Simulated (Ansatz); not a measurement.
One change: `BN(C=C)[SiH2][SiH3]` becomes `BN[SiH2][SiH3]`.

Ansatz, PBE0-D4/def2-TZVP geometries, multiplicity 1. Each molecule was computed in one conformer, which needn't be the lowest.

| property | `BN(C=C)[SiH2][SiH3]` |
| --- | --- |
| HOMO energy (B3LYP/def2-TZVPP) / eV | -6.86 |
| HOMO energy (PBE/def2-TZVPP) / eV | -6.06 |
| zero-point energy (PBE0-D4/def2-TZVP) / kJ/mol | 298.7 |
| size of the dipole moment (B3LYP/def2-TZVPP) / D | 0.81 |
| HOMO energy (PBE0/def2-TZVPP) / eV | -7.07 |
| HOMO–LUMO gap (B3LYP/def2-TZVPP) / eV | 5.92 |

Task: What does the change do to each property? (Best estimate.)

Result: Computed: 
```tsv
property	`BN[SiH2][SiH3]`	shift
HOMO energy (B3LYP/def2-TZVPP) / eV	-7.66	-0.80
HOMO energy (PBE/def2-TZVPP) / eV	-6.75	-0.69
zero-point energy (PBE0-D4/def2-TZVP) / kJ/mol	211.0	-87.7
size of the dipole moment (B3LYP/def2-TZVPP) / D	1.31	0.50
HOMO energy (PBE0/def2-TZVPP) / eV	-7.85	-0.78
HOMO–LUMO gap (B3LYP/def2-TZVPP) / eV	7.10	1.18
```

With PBE0 the HOMO falls by 0.78 eV and the LUMO rises by 0.35 eV, so the gap widens by about 1.13 eV. PBE moves the HOMO by -0.69 eV and ωB97M-V by -0.69 eV. The zero-point energy changes by -87.7 kJ/mol with -12 modes. Dipoles are sizes alone; their direction can turn.

B3LYP here is the variant with VWN-RPA as its local correlation; programs differ in this.
